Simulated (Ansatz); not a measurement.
A nudged elastic band was laid between two geometries of AlFH₄SSi (8 atoms, charge 0, multiplicity 1).

Theory: RKS PBE0-D4/def2-SVP (Ansatz 0.2.0).

| Item | Value |
| --- | --- |
| movable images | 5 |
| climbing image | yes |
| spring | 5.0 eV/Å² |
| optimiser | quadratic models (default) |
| start path | IDPP |
| force threshold | 0.03 eV/Å |
| iteration limit | 60 |
| end points | relaxed |

Image 0:

```xyz
8
Properties=species:S:1:pos:R:3
F -1.496 -1.585 0.649
Si -0.161 -0.649 0.780
Al -0.370 1.483 -0.392
S 1.530 -1.556 -0.199
H 0.259 -0.669 2.212
H -0.571 1.374 -1.968
H -0.174 2.892 0.318
H 1.075 -1.347 -1.455
```

Image 6:

```xyz
8
Properties=species:S:1:pos:R:3
F -1.525 -1.542 0.693
Si -0.162 -0.643 0.787
Al -0.334 1.492 -0.383
S 1.475 -1.593 -0.243
H 0.298 -0.676 2.207
H -0.018 2.885 0.315
H -0.625 1.400 -1.946
H 0.983 -1.381 -1.486
```

**Question.** What changes between the two ends?

**Answer.** No bond is made or broken. The dihedral S4–Si2–Al3–H7 goes from -116 to 60°. The two ends are copies of one structure, up to a mirror image or an exchange of like atoms.

**Question.** Give the energies along the band, and the barrier.

**Answer.** It converged. The highest image is number 3 of 0 to 6, 0.064 eV above the ends, which have the same energy within 2 meV. A vibrational analysis at the climbing image gives one clearly imaginary mode, 92i cm⁻¹: a first-order saddle point.

| image | path coordinate (Å) | energy (eV) | dihedral S4–Si2–Al3–H7 (°) |
| --- | --- | --- | --- |
| 0 | 0.00 | 0.000 | -116 |
| 1 | 0.96 | 0.016 | -152 |
| 2 | 1.93 | 0.045 | 176 |
| 3 | 2.89 | 0.064 | 145 |
| 4 | 3.75 | 0.053 | 117 |
| 5 | 4.62 | 0.021 | 88 |
| 6 | 5.48 | 0.000 | 60 |

**Question.** What is the geometry of the highest image?

**Answer.** 
```xyz
8
Properties=species:S:1:pos:R:3
F -1.466 -0.916 1.338
Si 0.025 -0.608 0.738
Al -0.014 1.599 -0.356
S 0.664 -2.180 -0.575
H 0.994 -0.754 1.868
H 1.088 1.927 -1.454
H -1.121 2.675 0.025
H -0.078 -1.802 -1.639
```

**Question.** What are the harmonic wavenumbers there?

**Answer.** 92i, 100, 159, 220, 249, 372, 427, 526, 548, 651, 764, 809, 853, 884, 1929, 1943, 2219, 2716 cm⁻¹.

Time of the run: 2.6 min on 1 CPU thread of a shared host.
